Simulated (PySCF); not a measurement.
PySCF 2.14 output of a UHF calculation on a single atom or ion in ANO-RCC-VTZP, with the spin-free X2C one-electron Hamiltonian (Gaussian nucleus):

```
SCF conv_tol = 1e-09
number electrons alpha = 15  beta = 15
cycle= 1 E= -1941.97335265206  delta_E= -4.09e-12  |g|= 2.6e-06  |ddm|= 2.49e-06
converged SCF energy = -1941.97335265206  <S^2> = 0  2S+1 = 1
```

The run itself started from symmetry-adapted Hartree-Fock orbitals and held the occupation by maximum overlap, so the iterations belong to that start.

**Question.** Which element, charge and spin multiplicity is this?

**Answer.** Ga⁺ (gallium, charge +1), multiplicity 1; the state was [Ar] 3d10 4s2, closed-shell 1S.
